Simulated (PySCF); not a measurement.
Simulation results for AlCl2, AlBClFH, AlFH4NSi, AlClFH2 and others

All values are calculated (PySCF 2.14.0). Calculation on a computer-drawn molecule: the log of a Hartree-Fock and frozen-core CCSD(T) single point meant for a local Hartree-Fock minimum, with one planted fault or none, to be diagnosed. Offsets are logged minus clean, where the clean run is the same molecule without the fault. The reference is restricted for singlets and unrestricted otherwise, and also for a bond in bohr or an excited solution. Adding or removing an electron swaps singlet and doublet. The excited solution moves the top pair (singlet) or top alpha electron (doublet) to the lowest empty orbital. Highest occupied and lowest empty are orbital energies over both spins, largest force is the largest gradient component, triples share is (T) over the correlation energy, the T1 limit is 0.02 restricted and 0.045 unrestricted, electrons count all cores, a negative frequency is imaginary (commonest isotopes), and the dipole is about the centre of nuclear charge.

Common to all runs: logged SCF converged yes; possible faults no fault, one electron removed, one electron added, multiplicity raised by two, geometry at a saddle point, SCF held on an excited solution, minimal basis STO-3G, one bond length entered in bohr, all coordinates scaled.

```yaml
- entry: 1
  formula: AlCl2
  logged_structure:
    atoms_angstrom:
      - [Cl, 0.671, -0.4172, -1.5937]
      - [Al, -0.6353, 0.8067, -0.4686]
      - [Cl, -2.3476, 1.5792, -1.4387]
  given:
    meant_charge: 0
    meant_multiplicity: 2
    meant_basis: "cc-pV(D+d)Z"
    logged_electrons: 47
    logged_basis_functions: 69
    logged_spin_squared: 3.7594
    "logged_highest_occupied [eV]": -5.9806
    "logged_lowest_empty [eV]": -3.8319
    "logged_largest_force [hartree/bohr]": 0.067366
    logged_T1_diagnostic: 0.033406
    logged_D1_diagnostic: 0.18511
    logged_triples_share: 0.023295
    logged_CC_converged: "yes"
    "logged_dipole_magnitude [debye]": 5.2802
    logged_SCF_stable_within_its_kind: "yes"
    "logged_energy_HF [hartree]": -1160.84087
    "logged_energy_CCSD(T) [hartree]": -1161.16857
    drawn_bonds_atom: [1, 2]
    drawn_bonds_other_atom: [2, 3]
    drawn_bonds_order: [1, 1]
  results:
    planted_fault: "multiplicity raised by two"
    "HF_energy_offset_from_clean_run [kcal/mol]": 132.4
    "CCSD(T)_energy_offset_from_clean_run [kcal/mol]": 146.1
- entry: 2
  formula: AlBClFH
  logged_structure:
    atoms_angstrom:
      - [F, -0.2256, -3.5675, 1.3107]
      - [Al, -0.1741, -1.9588, 1.3981]
      - [B, -0.1215, 0.247, 1.5113]
      - [Cl, -1.5257, 1.0734, 1.024]
      - [H, 0.8829, 0.7343, 1.9055]
  given:
    meant_charge: 1
    meant_multiplicity: 1
    meant_basis: "cc-pV(D+d)Z"
    logged_electrons: 44
    logged_basis_functions: 79
    logged_spin_squared: 2.0166
    "logged_highest_occupied [eV]": -13.379
    "logged_lowest_empty [eV]": -8.5226
    "logged_largest_force [hartree/bohr]": 0.021382
    logged_T1_diagnostic: 0.031559
    logged_D1_diagnostic: 0.156
    logged_triples_share: 0.029002
    logged_CC_converged: "yes"
    "logged_dipole_magnitude [debye]": 1.9779
    logged_SCF_stable_within_its_kind: "yes"
    "logged_energy_HF [hartree]": -825.82038
    "logged_energy_CCSD(T) [hartree]": -826.30799
    drawn_bonds_atom: [1, 2, 3, 3]
    drawn_bonds_other_atom: [2, 3, 4, 5]
    drawn_bonds_order: [1, 1, 1, 1]
  results:
    planted_fault: "multiplicity raised by two"
    "HF_energy_offset_from_clean_run [kcal/mol]": 78.08
    "CCSD(T)_energy_offset_from_clean_run [kcal/mol]": 78.67
- entry: 3
  formula: AlFH4NSi
  logged_structure:
    atoms_angstrom:
      - [F, -2.3248, -0.7334, -1.349]
      - [Al, -0.8491, -0.9581, -0.758]
      - ["N", 0.7301, -1.1778, -0.1674]
      - [Si, 2.2374, -0.6789, -1.0301]
      - [H, 0.869, -1.6183, 0.7323]
      - [H, 3.0425, -1.8743, -1.3032]
      - [H, 1.6768, -0.0902, -2.2678]
      - [H, 2.9402, 0.3173, -0.2145]
  given:
    meant_charge: 1
    meant_multiplicity: 1
    meant_basis: "cc-pV(D+d)Z"
    logged_electrons: 45
    logged_basis_functions: 94
    logged_spin_squared: 0.7643
    "logged_highest_occupied [eV]": -23.274
    "logged_lowest_empty [eV]": -13.423
    "logged_largest_force [hartree/bohr]": 0.094923
    logged_T1_diagnostic: 0.051337
    logged_D1_diagnostic: 0.31479
    logged_triples_share: 0.023819
    logged_CC_converged: "yes"
    "logged_dipole_magnitude [debye]": 4.5476
    logged_SCF_stable_within_its_kind: "yes"
    "logged_energy_HF [hartree]": -686.36862
    "logged_energy_CCSD(T) [hartree]": -686.88663
    drawn_bonds_atom: [1, 2, 3, 3, 4, 4, 4]
    drawn_bonds_other_atom: [2, 3, 4, 5, 6, 7, 8]
    drawn_bonds_order: [1, 1, 1, 1, 1, 1, 1]
  results:
    planted_fault: "one electron removed"
    "HF_energy_offset_from_clean_run [kcal/mol]": 345.2
    "CCSD(T)_energy_offset_from_clean_run [kcal/mol]": 363.8
  notes: ["T1 above single-reference limit"]
- entry: 4
  formula: AlClFH2
  logged_structure:
    atoms_angstrom:
      - [F, -0.3325, -2.0944, -0.1648]
      - [Al, 1.3359, -2.2072, 0.086]
      - [Cl, 1.8632, -4.4042, -0.0553]
      - [H, 2.1287, -1.4374, -1.088]
      - [H, 1.7104, -1.7092, 1.5731]
  given:
    meant_charge: -1
    meant_multiplicity: 1
    meant_basis: "aug-cc-pV(D+d)Z"
    logged_electrons: 42
    logged_basis_functions: 105
    logged_spin_squared: 0.0
    "logged_highest_occupied [eV]": 0.78619
    "logged_lowest_empty [eV]": -6.6421
    "logged_largest_force [hartree/bohr]": 0.083545
    logged_CC_converged: "no"
    "logged_dipole_magnitude [debye]": 5.7988
    logged_SCF_stable_within_its_kind: "no"
    "logged_energy_HF [hartree]": -801.60494
    drawn_bonds_atom: [1, 2, 2, 2]
    drawn_bonds_other_atom: [2, 3, 4, 5]
    drawn_bonds_order: [1, 1, 1, 1]
  results:
    planted_fault: "SCF held on an excited solution"
    "HF_energy_offset_from_clean_run [kcal/mol]": 402.1
  notes: ["CCSD not converged", "highest electron not bound in this basis"]
- entry: 5
  formula: AlFH
  logged_structure:
    atoms_angstrom:
      - [F, -1.9071, 0.3662, 3.786]
      - [Al, -2.0969, 1.4727, 2.7244]
      - [H, -3.0578, 1.1638, 1.6413]
  given:
    meant_charge: 0
    meant_multiplicity: 2
    meant_basis: "cc-pV(D+d)Z"
    logged_electrons: 23
    logged_basis_functions: 42
    logged_spin_squared: 0.7544
    "logged_highest_occupied [eV]": -8.5722
    "logged_lowest_empty [eV]": 1.0365
    "logged_largest_force [hartree/bohr]": 0.06825
    logged_T1_diagnostic: 0.015661
    logged_D1_diagnostic: 0.041314
    logged_triples_share: 0.014115
    logged_CC_converged: "yes"
    "logged_dipole_magnitude [debye]": 1.5223
    logged_SCF_stable_within_its_kind: "yes"
    "logged_energy_HF [hartree]": -341.96624
    "logged_energy_CCSD(T) [hartree]": -342.21604
    drawn_bonds_atom: [1, 2]
    drawn_bonds_other_atom: [2, 3]
    drawn_bonds_order: [1, 1]
  results:
    planted_fault: "all coordinates scaled, by -6.9 %"
    "HF_energy_offset_from_clean_run [kcal/mol]": 7.469
    "CCSD(T)_energy_offset_from_clean_run [kcal/mol]": 9.334
- entry: 6
  formula: AlBFH5Si
  logged_structure:
    atoms_angstrom:
      - [F, 2.1025, -0.0252, 0.2512]
      - [Al, 1.2366, 1.3927, 0.2284]
      - [B, -0.7545, 1.3295, 1.0045]
      - [Si, -2.4784, 0.9185, -0.0116]
      - [H, 1.9784, 2.6414, -0.3836]
      - [H, -0.9291, 1.5729, 2.1719]
      - [H, -3.205, -0.1935, 0.6527]
      - [H, -3.3385, 2.1312, 0.0135]
      - [H, -2.0756, 0.2096, -2.6968]
  given:
    meant_charge: 0
    meant_multiplicity: 1
    meant_basis: "cc-pV(D+d)Z"
    logged_electrons: 46
    logged_basis_functions: 99
    logged_spin_squared: 0.8052
    "logged_highest_occupied [eV]": -9.0056
    "logged_lowest_empty [eV]": 0.48539
    "logged_largest_force [hartree/bohr]": 0.011511
    logged_T1_diagnostic: 0.047686
    logged_D1_diagnostic: 0.22309
    logged_triples_share: 0.026426
    logged_CC_converged: "yes"
    "logged_dipole_magnitude [debye]": 2.016
    logged_SCF_stable_within_its_kind: "yes"
    "logged_energy_HF [hartree]": -657.80979
    "logged_energy_CCSD(T) [hartree]": -658.29393
    drawn_bonds_atom: [1, 2, 3, 2, 3, 4, 4, 4]
    drawn_bonds_other_atom: [2, 3, 4, 5, 6, 7, 8, 9]
    drawn_bonds_order: [1, 1, 1, 1, 1, 1, 1, 1]
  results:
    planted_fault: "one bond length entered in bohr, row 8 of the drawn bonds"
    "HF_energy_offset_from_clean_run [kcal/mol]": 70.08
    "CCSD(T)_energy_offset_from_clean_run [kcal/mol]": 75.72
  notes: ["T1 above single-reference limit"]
```
